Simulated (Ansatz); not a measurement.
C4H7FSi, SMILES F[C@@H]1CC=C1[SiH3].

The structure is a stationary point at TPSSh-D3(BJ)/def2-SVP. The structure was generated by enumeration; whether it is a known compound was not checked.

Two levels are set side by side: PBE/def2-SVPD (Ansatz, an electronic-structure program) and ωB97X-V/def2-SVPD (Ansatz). Energy differences of separate SCF runs at the same geometry; the states with an electron removed or added have multiplicity 2 and 2. Differences are taken from unrounded values.

| quantity | PBE |
|---|---|
| vertical ionisation energy (eV) | 9.54 |
| vertical singlet–triplet gap (eV) | 4.02 |

### Question
These are the PBE values. What does ωB97X-V give? (An estimate is asked for; the answer gives what the named calculation found.)

### Answer

| quantity | ωB97X-V | PBE minus ωB97X-V |
|---|---|---|
| vertical ionisation energy (eV) | 9.86 | -0.32 |
| vertical singlet–triplet gap (eV) | 4.13 | -0.11 |
